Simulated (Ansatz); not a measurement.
`CB(C)[SiH2]F` + H₂O → `CB(C)O` + `F[SiH3]` at 600 K and 1 bar (formal hydrolysis of a B–Si bond).

Calculated with Ansatz (gas phase, PBE0-D4/def2-TZVP geometries, no zero-point term in ΔE). CBS: MP2 limit from def2 TZ/QZ plus the TZ coupled-cluster correction, frozen cores. This one scheme is used for every species. Each species was taken in one conformer, which may not be the lowest.

```tsv
species	CCSD(T)/CBS energy (Eh)	H − E (kJ/mol)	S (J/(mol·K))
`CB(C)[SiH2]F`	-494.64628	324.9	479.5
H₂O	-76.37941	76.8	212.8
`CB(C)O`	-180.36349	297.2	399.6
`F[SiH3]`	-390.72345	101.0	280.0
```

H − E and S are ideal-gas, rigid-rotor, harmonic terms from PBE0-D4/def2-TZVP, for one conformer and one mirror image of each species. 1 Eh = 2625.50 kJ/mol, R = 8.31446 J/(mol·K).

By hand: ΔE, ΔH, ΔS and ΔG.

ΔE = (-180.36349) + (-390.72345) − (-494.64628) − (-76.37941) = -0.06125 Eh = -160.8 kJ/mol. Δ(H − E) = 297.2 + 101.0 − 324.9 − 76.8 = -3.5, so ΔH = -164.3 kJ/mol. ΔS = 399.6 + 280.0 − 479.5 − 212.8 = -12.7 J/(mol·K). ΔG = -164.3 − 600 × (-12.7)/1000 = -156.7 kJ/mol.

By hand: the equilibrium constant, and the temperature at which ΔG would vanish if ΔH and ΔS stayed fixed.

log₁₀ K = −ΔG/(RT ln 10) = 13.6. ΔG = 0 at ΔH/ΔS = 12937 K, far beyond where these terms or the molecules hold.

The number of gas molecules stays the same, so ΔS is small and ΔH decides. A doubt of 5 kJ/mol in ΔE shifts log₁₀ K by 0.4 here. Other conformers and mirror images would add mixing entropy, several J/(mol·K) or more a flexible species. Modes under 60 cm⁻¹, often nearly free rotors, make the harmonic entropy too high. These are equilibria of isolated gas molecules and say nothing of rates. Largest T1 diagnostic: 0.011 (customary marks: 0.02 for closed shells, 0.045 for open ones).
